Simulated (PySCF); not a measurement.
# How methods differ on the ionisation energy of Mo⁺

Mo⁺ [Kr] 4d5 (6S) → Mo²⁺ [Kr] 4d4 (5D), as a difference of total energies. All numbers are calculated (PySCF 2.14, the spin-free X2C one-electron Hamiltonian (Gaussian nucleus), in aug-cc-pwCVTZ-DK). Correlated levels: valence: [Kr] frozen; valence and next inner shell: [Ar] 3d10 frozen. The calculations carry no spin-orbit coupling.

```csv
method,ionisation energy (eV)
UHF,15.058
LDA,16.706
PBE,16.471
PBE0,16.311
r2SCAN,16.338
MP2 (valence),15.744
SCS-MP2 (valence),15.287
MP2 (valence and next inner shell),16.159
SCS-MP2 (valence and next inner shell),15.722
```

Q: How much does correlation contribute at MP2 (valence and next inner shell)?

A: 16.159 − (15.058) = 1.101 eV, measured against UHF.

A first-order spin-orbit estimate (lowest level to lowest level, LS coupling) adds -0.143 eV.

For comparison: 16.16 ± 0.12 eV (semi-empirical (NIST evaluation); NIST Atomic Spectra Database, ionization energies).
